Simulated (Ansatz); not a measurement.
Consider the substitution at a C–Si bond: `O/C=C/[SiH2]O` + H–F → `O/C=C\F` + silanol.

Program: Ansatz. Geometries: PBE0-D4/def2-TZVP. ΔE: electronic, gas phase. CCSD(T)/CBS is the MP2 limit (def2-TZVPP, def2-QZVPP) plus CCSD(T) − MP2 in def2-TZVPP, frozen cores. This one scheme is used for every species. Double bonds are as drawn, so ΔE can hold a change between cis and trans. Functionals use def2-TZVPP. B3LYP here is the variant with VWN-RPA as its local correlation; programs differ in this. One conformer a species, not always the lowest.

`O/C=C/[SiH2]O`:

Cartesian coordinates in Å:
```
O 2.462 -0.617 -0.713
C 1.203 -0.532 -0.245
C 0.451 0.566 -0.138
Si -1.269 0.502 0.523
O -1.817 -1.054 0.599
H 2.766 0.262 -0.964
H 0.843 -1.512 0.054
H 0.875 1.519 -0.456
H -2.147 1.343 -0.341
H -1.357 1.008 1.916
H -2.009 -1.486 -0.234
```

H–F:

Z-matrix (Å, degrees):
```
F
H 1 0.920
```

`O/C=C\F`:

Z-matrix (Å, degrees):
```
C
C 1 1.324
O 1 1.348 2 125.6
H 1 1.081 2 120.5 3 -180.0
F 2 1.351 1 119.8 3 0.0
H 2 1.079 1 125.7 3 180.0
H 3 0.964 1 108.7 2 0.0
```

`O[SiH3]`:

```xyz
6

O    -1.183   -0.481    0.110
Si    0.265    0.290   -0.045
H    -1.174   -1.433    0.213
H     1.131    0.079    1.149
H    -0.053    1.728   -0.187
H     1.015   -0.183   -1.241
```

```tsv
level	ΔE (kJ/mol)
PBE-D4	95.2
B3LYP-D4	93.3
PBE	89.4
r2SCAN	95.0
SCS-MP2/def2-TZVPP	105.0
CCSD(T)/def2-TZVPP	103.6
HF/def2-QZVPP	82.5
HF/CBS(def2)	82.4
```

Problem. What does CCSD(T)/CBS give? (Best estimate.)

Solution. The calculation gave: +107.8 kJ/mol. The listed levels differ from it by -12.6, -14.5, -18.4, -12.8, -2.8, -4.2, -25.3, -25.4 kJ/mol.

Largest T1 diagnostic among the species: 0.013.

From PBE to PBE0 (25 % exact exchange), in def2-TZVPP and without D4, ΔE moves by +5.7 kJ/mol. In def2-TZVPP, CCSD(T) changes the Hartree–Fock value by +20.4 kJ/mol (the triples alone add +2.4 kJ/mol) and MP2 by +33.8 kJ/mol.
